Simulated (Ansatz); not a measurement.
The lowest singlet and triplet of SH (SMILES [SH+]); geometries from B3LYP-D3(BJ)/def2-TZVP, each state relaxed from the structure named, with no frequency check, low spin by broken symmetry.
Singlet (charge 1, multiplicity 1):
```xyz
2

S      0.000     0.000    -0.081
H      0.000     0.000     1.291
```
Triplet (charge 1, multiplicity 3):
```xyz
2

S      0.0000     0.0000    -0.0807
H      0.0000     0.0000     1.2904
```

A positive gap puts the triplet lower; no zero-point energy. R- takes a restricted singlet, here one determinant of a half-filled degenerate or near-degenerate pair, which mixes singlet states. The triplet is unrestricted in single-reference levels. Active spaces average the two states.

Frozen-core correlation.

The values were computed with Ansatz (Gaussian orbitals). Each number belongs to the level named beside it.

```tsv
level	gap E(singlet) − E(triplet), adiabatic (kcal/mol)
R-HF/cc-pV(Q+d)Z	57.28
R-B3LYP/def2-TZVPP	41.68
R-PBE0/def2-TZVPP	46.33
R-wB97X-V/def2-TZVPP	?
R-wB97M-V/def2-TZVPP	37.17
R-B2PLYP/def2-TZVPP	?
R-CCSD/cc-pV(Q+d)Z	37.27
FIC-NEVPT4(SD) on SA-CASSCF(6,5)/cc-pV(Q+d)Z	28.80
FIC-MRCISD+Q on SA-CASSCF(6,5)/cc-pV(Q+d)Z	28.37
```

Some entries are withheld; supply them.


- R-wB97X-V/def2-TZVPP, gap E(singlet) − E(triplet), adiabatic (kcal/mol): 39.06
- R-B2PLYP/def2-TZVPP, gap E(singlet) − E(triplet), adiabatic (kcal/mol): 42.58

Doubts at one or more of the structures used: a restricted determinant that unrestricted orbitals would lower (R-HF/cc-pV(Q+d)Z, R-B3LYP/def2-TZVPP, R-PBE0/def2-TZVPP, R-wB97X-V/def2-TZVPP, R-wB97M-V/def2-TZVPP, R-B2PLYP/def2-TZVPP, R-CCSD/cc-pV(Q+d)Z).

Ansatz is a first-principles code.
